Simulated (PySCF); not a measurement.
**Dipole response of Re⁺ (rhenium, charge +1)**

[Xe] 4f14 5d5 6s1, high-spin 7S determinant. Computed with PySCF 2.14 in x2c-TZVPPall with one added diffuse shell each of s, p, d, f type (12s8p8d4f1g, 113 functions), with scalar relativity by spin-free X2C-1e. Coupled (time-dependent) response in atomic units; α is the mean over directions.

```json
{"method": "BLYP", "mean α (bohr³)": "29.86", "C₆ (like pair)": "252.1", "S(−4)": "335.7"}
```

S(−4) is the Cauchy moment in α(ω) = α(0) + S(−4) ω² + …

α(iu) at BLYP:

```csv
u (hartree),α(iu) (bohr³)
0,29.86
0.0500,29.05
0.100,26.94
0.200,21.40
0.300,16.69
0.500,10.96
0.750,7.393
1.00,5.439
1.50,3.377
2.00,2.321
3.00,1.293
5.00,0.5662
```

For an ion, C₆ is the dispersion term alone; charge-induced terms of lower order in 1/R come first.

Spin-orbit coupling, which splits the p, d and f shells strongly at this Z, is absent.
